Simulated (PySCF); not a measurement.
From results back to the method.

Compound: C3H2BF3.
SMILES: `FC(F)(F)C#CB`

The closed-shell ground state was solved 7 times with PySCF (density fitting, gas phase), always in the pcSseg-2 basis (280 functions), with these functionals: B97-D, CAM-B3LYP, HF, LC-wPBE, LDA, mPW1PW91 and wB97X-D. Isolated species at its PBE0-D3(BJ)/def2-SVP geometry, gas phase.

```json
{"row": "P", "total energy (Eh)": "-437.8665", "HOMO (eV)": "-11.65", "LUMO (eV)": "0.50", "dipole (D)": "1.98"}
{"row": "Q", "total energy (Eh)": "-436.7829", "HOMO (eV)": "-7.67", "LUMO (eV)": "-4.33", "dipole (D)": "1.38"}
{"row": "R", "total energy (Eh)": "-439.7472", "HOMO (eV)": "-7.47", "LUMO (eV)": "-3.82", "dipole (D)": "1.30"}
{"row": "S", "total energy (Eh)": "-439.7285", "HOMO (eV)": "-11.54", "LUMO (eV)": "-0.83", "dipole (D)": "1.70"}
{"row": "T", "total energy (Eh)": "-439.8663", "HOMO (eV)": "-10.63", "LUMO (eV)": "-1.21", "dipole (D)": "1.60"}
{"row": "U", "total energy (Eh)": "-439.8615", "HOMO (eV)": "-10.16", "LUMO (eV)": "-1.99", "dipole (D)": "1.69"}
{"row": "V", "total energy (Eh)": "-439.8885", "HOMO (eV)": "-8.81", "LUMO (eV)": "-3.09", "dipole (D)": "1.55"}
```

Problem. Which functional belongs to which row?

Solution. P = HF, Q = LDA, R = B97-D, S = LC-wPBE, T = wB97X-D, U = CAM-B3LYP, V = mPW1PW91. By rising HOMO–LUMO gap: LDA (LDA) 3.34 eV; B97-D (GGA) 3.65 eV; mPW1PW91 (global hybrid, 25 % exact exchange) 5.72 eV; CAM-B3LYP (range-separated hybrid) 8.17 eV; wB97X-D (range-separated hybrid) 9.42 eV; LC-wPBE (range-separated hybrid) 10.71 eV; HF (all exact exchange) 12.15 eV. Total energies of different functionals aren't bounds to one another; each is stationary for its own functional.

B97-D and wB97X-D is run here without its empirical dispersion term; that term would change no orbital, density or response property at a fixed geometry.
